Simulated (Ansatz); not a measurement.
ClGeH (SMILES [Cl][GeH]) moved off its minimum; all values from Ansatz (an electronic-structure program), cores frozen in correlated methods.
(charge 0, multiplicity 1)
```xyz
3

Ge     0.5700    -0.2969     0.4476
H      1.5553    -0.4026    -0.4866
Cl    -1.1228     0.2093    -0.9806
```

Forces at r2SCAN/def2-TZVPP (eV/Å):

```json
[
 {"atom": "Ge1", "Fx": "-4.526", "Fy": "0.586", "Fz": "3.357"},
 {"atom": "H2", "Fx": "3.609", "Fy": "-0.340", "Fz": "-3.870"},
 {"atom": "Cl3", "Fx": "0.917", "Fy": "-0.246", "Fz": "0.513"}
]
```

Task: Give the forces (eV/Å), the total energy and the dipole at CCSD(T)/def2-TZVPPD.

Result: 
```tsv
atom	Fx	Fy	Fz
Ge1	-4.622	0.583	3.567
H2	3.829	-0.370	-4.013
Cl3	0.793	-0.213	0.446
```
Energy -2535.7872 hartree, dipole 2.42 D.

Doubts at one or more of the structures used: a restricted determinant that unrestricted orbitals would lower (CCSD(T)/def2-TZVPPD).
